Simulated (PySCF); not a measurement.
Isomers of C2H6Si. Gas-phase values, no solvent. Strings in code marks are SMILES.

Computed with PBE-D3(BJ)/def2-TZVP // B3LYP-D3(BJ)/def2-TZVP run with PySCF 2.14.0. Delta-SCF ions had no search for a lower state. Excitations are Tamm–Dancoff values on a coarser integration grid. The basis has no diffuse functions, so Rydberg states are missing or too high.

```tsv
species	brightest of the four lowest singlets (TDA) (eV)	S1 oscillator strength	S1–T1 gap (TDA) (eV)	vertical ionisation energy (Delta-SCF) (eV)
`C1C[SiH2]1`	6.21	0.019	1.39	9.07
`C=C[SiH3]`	6.89	(withheld)	(withheld)	10.05
`C=[SiH]C`	5.67	0.019	2.57	(withheld)
`CC=[SiH2]`	(withheld)	0.406	2.77	8.26
```

**Question.** Fill in the missing entries.

**Answer.** 
- `C=C[SiH3]`, S1 oscillator strength: 0.002
- `C=C[SiH3]`, S1–T1 gap (TDA) (eV): 2.08
- `C=[SiH]C`, vertical ionisation energy (Delta-SCF) (eV): 8.38
- `CC=[SiH2]`, brightest of the four lowest singlets (TDA) (eV): 5.29
